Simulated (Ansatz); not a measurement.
Consider the ligand exchange at the Si–O bond: `CB(N)O[SiH3]` + `O[SiH2]N[SiH3]` → `[SiH3]N[SiH2]O[SiH3]` + `CB(N)O`.

Gas-phase electronic energies from Ansatz, PBE0-D4/def2-TZVP geometries. CBS: MP2 limit from def2 TZ/QZ plus the TZ coupled-cluster correction, frozen cores. This one scheme is used for every species. DFT in def2-TZVPP. B3LYP here is the variant with VWN-RPA as its local correlation; programs differ in this. Each species was taken in one conformer, which may not be the lowest.

```json
{"level": "B3LYP-D4", "ΔE (kcal/mol)": "-3.9"}
{"level": "ωB97X-V", "ΔE (kcal/mol)": "-3.7"}
{"level": "ωB97M-V", "ΔE (kcal/mol)": "-3.6"}
{"level": "r2SCAN", "ΔE (kcal/mol)": "-3.4"}
{"level": "PBE0", "ΔE (kcal/mol)": "-3.5"}
{"level": "MP2/def2-TZVPP", "ΔE (kcal/mol)": "-3.6"}
{"level": "MP2/def2-QZVPP", "ΔE (kcal/mol)": "-3.6"}
{"level": "HF/CBS(def2)", "ΔE (kcal/mol)": "-4.2"}
```

(1) What does CCSD(T)/CBS give? (An estimate is asked.)

Largest T1 diagnostic among the species: 0.011.

## Answers

(1) The calculation gave: -3.7 kcal/mol. The listed levels differ from it by -0.2, 0.0, 0.1, 0.3, 0.2, 0.1, 0.1, -0.5 kcal/mol.
